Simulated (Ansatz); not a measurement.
Born–Oppenheimer molecular dynamics of BClF3H4N (10 atoms, charge 0, multiplicity 1). It starts from a rough guess of a transition structure, not a stationary point.

The calculation used Ansatz 0.2.0, UKS PBE0/STO-3G.

- ensemble: NVE (velocity Verlet)
- time step: 0.5 fs
- steps asked: 136
- starting velocities drawn for: 300 K
- seed: 851271

First frame:

```xyz
10
Properties=species:S:1:pos:R:3
B 0.172 -1.738 0.293
Cl 1.809 -0.332 0.495
F 0.485 -2.628 -0.608
F -0.246 -2.070 1.485
H -0.870 0.440 -0.405
F -1.016 -0.759 -0.374
H 0.833 1.071 0.093
N -0.307 1.643 -0.288
H -0.183 2.157 -1.144
H -0.676 2.216 0.452
```

(1) How far do the bonds stretch over the last three quarters of this one trajectory? (Pairs bonded in most of those frames.)

## Answers

(1) 
```tsv
bond	mean (Å)	spread (Å)	shortest	longest
B1–Cl2	2.085	0.058	2.00	2.17
B1–F3	1.344	0.047	1.26	1.43
B1–F4	1.340	0.040	1.28	1.40
B1–F6	1.484	0.076	1.40	1.63
H5–N8	1.224	0.119	0.99	1.45
H7–N8	1.129	0.083	0.97	1.27
N8–H9	1.050	0.045	0.98	1.12
N8–H10	1.050	0.047	0.98	1.13
```

Mean temperature of the second half: 773 K. The conserved energy stayed within 1.4 meV per atom of its start (net change -0.68 meV per atom), so the integration is sound. The system heated up, since it started high on the potential surface and ran downhill. A run of 0.068 ps of so small a system gives no equilibrium averages. The orbitals stay closed-shell, which can raise the energy where a bond breaks towards radicals; this wasn't checked here. Limits of this set-up: minimal basis.

The run took 12 min on 1 thread of Intel(R) Xeon(R) Processor @ 2.50GHz (Skylake/Cascade Lake) (shared host), peak memory 0.16 GiB.
